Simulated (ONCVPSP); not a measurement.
Cutoff test, nickel (Ni), ONCV

- Element: nickel (Ni)
- Generator: ONCVPSP 4.0.1
- Type: optimised norm-conserving Vanderbilt (ONCV)
- Functional: PBE
- Relativity: non-relativistic
- Frozen core: [Ne]
- Valence charge: 18
- Reference configuration: 3s2 3p6 3d8 4s1 4p1
- Partial waves: 3s+4s: rc 1.50 bohr, ncon 4, nbas 9, qcut 9.1 1/bohr, 2 projectors; 3p+4p: rc 1.55 bohr, ncon 4, nbas 8, qcut 6.4 1/bohr, 2 projectors; 3d: rc 1.50 bohr, ncon 4, nbas 9, qcut 9.3 1/bohr, 1 projector
- Local potential: polynomial inside 1.35 bohr (lpopt 5, dvloc0 0 Ha)
- Core correction: Teter function, fcfact 1.75, rcfact 1.35

Problem. For each optimised wave give the share of its norm inside rc, the residual kinetic energy above qcut (Ha) and the cutoffs (Ha) for errors of 10, 1, 0.1 and 0.01 mHa per electron.

Solution.

```csv
wave,norm inside rc,residual KE,10 mHa,1 mHa,0.1 mHa,0.01 mHa
3s,0.984,5.1e-08,11.3,14.6,24.6,31.8
4s,0.084,2.8e-07,8.2,12.0,26.8,33.6
3p,0.975,5.1e-03,19.2,54.0,87.3,117.6
4p,0.029,7.8e-04,14.2,19.9,36.8,96.0
3d,0.844,1.2e-04,33.3,38.5,44.8,134.6
```

The occupied waves need 54 Ha and 87 Ha for 1 and 0.1 mHa.
